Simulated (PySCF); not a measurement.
BrClMg (SMILES [Cl][Mg][Br]), singlet, geometry from GFN2-xTB (such geometries of metal compounds can be far from the true shape). Base run: CAMB3LYP/6-31G, TDA (PySCF).

Here is a job for PySCF.
```python
from pyscf import gto, scf, dft, tdscf

mol = gto.Mole()
mol.atom = '''
    Mg    0.87260335   -0.22174125   -0.22296480
    Cl    1.72932918    0.91078313   -1.81650662
    Br   -1.13913817   -0.36635481    0.95874829
'''
mol.basis = '6-31g'
mol.verbose = 4
mol.build()

mf = dft.RKS(mol)
mf.xc = 'camb3lyp'
mf.kernel()
td = mf.TDA()
td.nstates = 5
td.kernel()
td.analyze()
```

The base run was repeated with changes; each row names its change, and settings that it needs were set with it.

| change | first excitation (eV) | oscillator strength of the first | second (eV) | core-seconds (rough) |
|---|---|---|---|---|
| base | 4.47 | 0.014 | 4.48 | 10 |
| functional = pbe0 | 4.27 | 0.013 | 4.28 | 6 |
| functional = bhandhlyp | 4.64 | 0.015 | 4.66 | 7 |
| basis = def2-SVP | 4.71 | 0.014 | 4.72 | 10 |
| nstates = 15 | 4.47 | 0.014 | 4.48 | 20 |
| nstates = 10 | 4.47 | 0.014 | 4.48 | 20 |
| functional = hf | 5.59 | 0.026 | 5.61 | 1 |
| basis = 6-31G* | 4.70 | 0.015 | 4.71 | 20 |
| functional = wb97x | 4.86 | 0.019 | 4.86 | 20 |
| functional = m062x | 4.37 | 0.011 | 4.39 | 20 |
| response = full linear response | 4.47 | 0.013 | 4.47 | 30 |

An iterative solver can miss low states, so a row lists the states that it found.
